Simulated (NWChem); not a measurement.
Molecule: SnNH₂F, singlet; SMILES [Sn]([F])[NH2]

```xyz
5

Sn     0.3847     0.0018     0.0000
F     -0.9265    -1.4920     0.0000
N     -1.1124     1.4000     0.0000
H     -2.0998     1.1208     0.0000
H     -1.0076     2.4188     0.0000
```
Atoms are numbered in this order, from 1.

All runs: NWChem. Low-valent species are run as closed-shell singlets; no triplet was tried in these runs. Structure relaxed at the PBE-D3(BJ)/def2-SVP (def2 core potentials past Kr) level.

For level TPSS/STO-3G, non-relativistic:

```
Quantity                     Result
---------------------------  ------
highest occupied level (eV)   -1.90
orbital gap (eV)               3.39
dipole (D)                     1.30
```

Question: What are these values for level TPSS/3-21G, non-relativistic?

Answer: The highest occupied level (eV) comes out as -5.57. The orbital gap (eV) is 3.61 and the dipole (D) is 2.41.
